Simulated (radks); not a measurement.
The nuclear charge of neutral phosphorus is varied continuously with 15 electrons held in [Ne] 3s2 3p3. Calculated with a radial shooting solver on a logarithmic mesh with Libxc functionals: non-relativistic Kohn-Sham, BLYP, spin-polarised, spherical densities, point nucleus; open shells are filled with parallel spins first. By the Hellmann-Feynman theorem dE/dZ = E(electron-nucleus)/Z, the electronic potential at the nucleus.

| Z | E (hartree) | E(electron-nucleus)/Z (hartree) | HOMO | e(HOMO) (eV) | <r> HOMO (bohr) |
|---|---|---|---|---|---|
| 14.8 | -330.53749 | -53.2390 | 3p | -4.114 | 2.464 |
| 14.9 | -335.88454 | -53.7021 | 3p | -5.020 | 2.394 |
| 15 | -341.27788 | -54.1646 | 3p | -5.968 | 2.330 |
| 15.1 | -346.71746 | -54.6268 | 3p | -6.958 | 2.271 |
| 15.2 | -352.20323 | -55.0886 | 3p | -7.987 | 2.216 |
| 15.3 | -357.73517 | -55.5501 | 3p | -9.056 | 2.164 |
| 15.4 | -363.31324 | -56.0113 | 3p | -10.164 | 2.115 |
| 15.5 | -368.93741 | -56.4721 | 3p | -11.309 | 2.069 |
| 15.6 | -374.60766 | -56.9328 | 3p | -12.492 | 2.026 |
| 15.7 | -380.32396 | -57.3932 | 3p | -13.711 | 1.985 |
| 15.8 | -386.08628 | -57.8533 | 3p | -14.967 | 1.945 |
| 15.9 | -391.89462 | -58.3133 | 3p | -16.259 | 1.908 |
| 16 | -397.74894 | -58.7731 | 3p | -17.587 | 1.873 |

The central difference of E at Z = 15 is -54.165 hartree, to compare with the third column; the second derivative is -4.62 hartree.
